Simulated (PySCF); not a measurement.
Input for PySCF: R-B3LYP/6-311+G** on CH5BO (SMILES BOC), a point of a torsion scan.

```python
from pyscf import gto, scf, dft, mp
from pyscf.data.elements import chemcore

mol = gto.M(
    atom='''
    B     1.31452530   -0.20039094    0.25675162
    O     0.04484634   -0.01875368    0.57045644
    C    -0.96985017   -0.97433204    0.39777591
    H     1.71480586   -1.21094820   -0.20887216
    H     2.02072506    0.70926351    0.47063187
    H    -1.73497944   -0.55705970   -0.26138203
    H    -0.58546119   -1.90284245   -0.03381078
    H    -1.42089557   -1.18549630    1.37041118
    ''',
    basis='6-311+g**',
    charge=0, spin=0, verbose=3, max_memory=1800)
mf = dft.RKS(mol, xc='b3lyp')
mf.conv_tol = 1e-8
mf.max_cycle = 100
mf.kernel()
if not mf.converged:
    mf = mf.newton().run(mf.mo_coeff, mf.mo_occ)
```

Program output:

```
converged SCF energy = -141.255546903519
```

The run converged.

Cost: around 9 core-seconds (rough).
